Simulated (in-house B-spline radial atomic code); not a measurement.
Computed with a B-spline radial atomic code. Model: two electrons, singlet ground state, non-relativistic, full CI in B-splines with partial waves to l = 8 (at full coupling up to 3e-4 hartree above the limit, correlation up to 0.6 % small), density held at that of full coupling by Lieb maximisation.

W(λ) is the mean repulsion in the state of coupling λ less the Hartree energy of the fixed density. Its start is exact exchange, its initial slope is twice the second-order Görling-Levy correlation energy, and its area from 0 to 1 is E_xc. A straight curve means weak, dynamic correlation, and a curve that drops fast and flattens means strong correlation.

Command:
```bash
python run_ac.py task.json out
```
Settings (lengths in bohr, energies in hartree):
```
potential              harmonic
strength               0.0282
lmax                   8
```

Cost of the run: 29 s on 1 thread of Intel(R) Xeon(R) Processor @ 2.30GHz, on a shared host.

**W = mean repulsion less Hartree energy, and W of three functionals.**

Given: confinement harmonic well; well frequency 0.0282 hartree; external potential omega^2 r^2/2.

Computed: PBE exchange minus exact 3.8385 millihartree; SCAN exchange minus exact -0.571 millihartree.

```
coupling  W xc (hartree)  W xc minus exchange (millihartree)  kinetic minus Kohn-Sham (millihartree)  LDA (PW92) W minus its exchange (millihartree)  PBE W minus its exchange (millihartree)  SCAN W minus its exchange (millihartree)
       0        -0.10115                                   0                                       0                                               0                                        0                                         0
    0.02        -0.10325                              -2.102                                    0.02                                           -6.78                                    -3.35                                      -1.8
    0.05        -0.10605                              -4.898                                    0.12                                          -12.36                                       -7                                     -4.18
    0.12        -0.11123                             -10.086                                    0.55                                          -20.53                                   -13.09                                      -8.7
    0.25        -0.11759                             -16.443                                    1.69                                          -29.45                                   -20.41                                    -14.73
     0.4        -0.12204                              -20.89                                    3.11                                          -35.76                                   -25.88                                    -19.44
     0.6        -0.12567                             -24.521                                    4.89                                          -41.26                                   -30.77                                    -23.66
     0.8        -0.12801                             -26.857                                    6.51                                          -45.05                                   -34.21                                    -26.51
       1        -0.12966                             -28.511                                    7.99                                          -47.89                                   -36.82                                    -28.57
     1.4               ?                                   ?                                       ?                                               ?                                        ?                                         ?
       2        -0.13395                             -32.805                                   14.09                                          -55.94                                   -44.29                                    -33.64
       3               ?                                   ?                                       ?                                               ?                                        ?                                         ?
     4.5        -0.13766                             -36.514                                   25.27                                          -63.64                                   -51.54                                    -37.03
```

Problem. What belongs in the row 1.4?

Solution. W xc (hartree): -0.13189; W xc minus exchange (millihartree): -30.746; kinetic minus Kohn-Sham (millihartree): 10.64; LDA (PW92) W minus its exchange (millihartree): -51.96; PBE W minus its exchange (millihartree): -40.58; SCAN W minus its exchange (millihartree): -31.3.

Problem. What belongs in the row 3?

Solution. W xc (hartree): -0.13596; W xc minus exchange (millihartree): -34.812; kinetic minus Kohn-Sham (millihartree): 19.01; LDA (PW92) W minus its exchange (millihartree): -60.03; PBE W minus its exchange (millihartree): -48.13; SCAN W minus its exchange (millihartree): -35.64.

Problem. What is the LDA exchange minus exact?

Solution. 13.855 millihartree.

**Energy parts, natural occupations and partial-wave weights.**

Computed: exchange energy -0.10115 hartree; correlation energy -0.020517 hartree; kinetic part of the DFT correlation energy 0.0079937 hartree; kinetic part over minus potential part 0.28037; Kohn-Sham kinetic 0.026628 hartree; Lieb Oxford ratio E_xc over LDA exchange 1.3937.

```tsv
natural	occupation of the shell (electrons)
s	1.6145
p	0.36995
s	0.014982
d	0.00052964
p	?
d	1.1211e-05
```

Problem. What belongs in the row p?

Solution. occupation of the shell (electrons): 1.2913e-05.

```tsv
wave	weight
s	0.81474
p	0.18498
d	?
f	4.0242e-06
g	1.6224e-06
```

Problem. What belongs in the row d?

Solution. weight: 0.0002709.

Problem. What is the Hartree energy?

Solution. 0.2023 hartree.

Problem. What is the total energy?

Solution. 0.1782 hartree.

Half-way to full coupling W has made 80 % of its drop, against 50 % for a straight line, and second-order (GL2) theory, half the initial slope, overshoots the correlation energy by about 168 %: correlation is strong. Over couplings 0 to 1 the errors in E_xc come to about -1.0 millihartree for LDA, -1.6 millihartree for PBE, +0.3 millihartree for SCAN, so SCAN is nearest. In LDA and PBE and SCAN the errors of exchange and correlation have opposite signs, so the sum is smaller than the larger of the two.
